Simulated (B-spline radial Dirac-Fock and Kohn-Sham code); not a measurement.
Diagram lines of Ru²²⁺

System: Ru²²⁺ in the configuration 1s2 2s2 2p6 3s2 3p6 3d4.

Calculated with an atomic code on a B-spline grid, using ΔSCF Dirac-Fock with Breit, self-energy and vacuum polarisation, finite nucleus, configuration average. A line energy is the difference of two single-hole energies; the list is a selection of electric-dipole transitions between resolved j subshells. No correlation.

| line | energy (keV) | wavelength (Å) |
| --- | --- | --- |
| K-M3 | 21.800 | 0.56874 |
| K-M2 | 21.773 | 0.56944 |
| K-L3 | 19.293 | 0.64265 |
| K-L2 | 19.162 | 0.64702 |
| L1-M3 | 2.8949 | 4.2829 |
| L1-M2 | 2.8682 | 4.3228 |
| L2-M1 | 2.5091 | 4.9413 |
| L3-M1 | 2.3789 | 5.2119 |
